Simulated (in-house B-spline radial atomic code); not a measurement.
**Binding energies in Ar VII (Ar6+)**

NIST's tabulated ground configuration is [Ne] 3s2; each binding energy is the energy of the ion with one electron taken from that subshell, relaxed, less that of the parent. Method: Dirac-Hartree-Fock, average of configuration, Fermi nucleus of rms radius 3.4274 fm. Calculated with an all-electron radial atomic-structure program (B-spline basis). Energies include first-order Breit, QED and recoil terms.

| subshell | X-ray name | binding energy (eV) | -ε (eV) | relaxation (eV) |
| --- | --- | --- | --- | --- |
| 1s | K | 3334.3 | 3360.5 | 22.9 |
| 2s | L1 | 446.8 | 450.5 | 3.6 |
| 2p1/2 | L2 | 370 | 374.8 | 4.6 |
| 2p3/2 | L3 | 367.8 | 372.4 | 4.6 |
| 3s | M1 | 122.3 | 122.5 | 0.2 |

Relaxation = -ε minus the binding energy without Breit, QED and recoil terms.

Emission lines follow as differences of binding energies, with λ = 12398.42 eV·Å / E:

| line | holes | energy (eV) | wavelength (Å) |
| --- | --- | --- | --- |
| K-L3 | 1s → 2p3/2 | 2966.5 | 4.1795 |
| K-L2 | 1s → 2p1/2 | 2964.3 | 4.1826 |
| L3-M1 | 2p3/2 → 3s | 245.5 | 50.503 |

(1) What screening constant σ does Moseley's law, E = (3/4)·13.6057 eV·(Z - σ)², need for K-L3?

(2) What does it cost to remove both a 1s and a 2p3/2 electron?

(3) What does it cost to remove both a 1s and a 2p1/2 electron?

(4) What does it cost to remove both a 2s and a 2p1/2 electron?

Results:

(1) σ = 0.95.

(2) 3777.5 eV, which is 75.5 eV more than the two single binding energies together.

(3) 3780.3 eV, which is 76.11 eV more than the two single binding energies together.

(4) 866.86 eV, which is 50.15 eV more than the two single binding energies together.
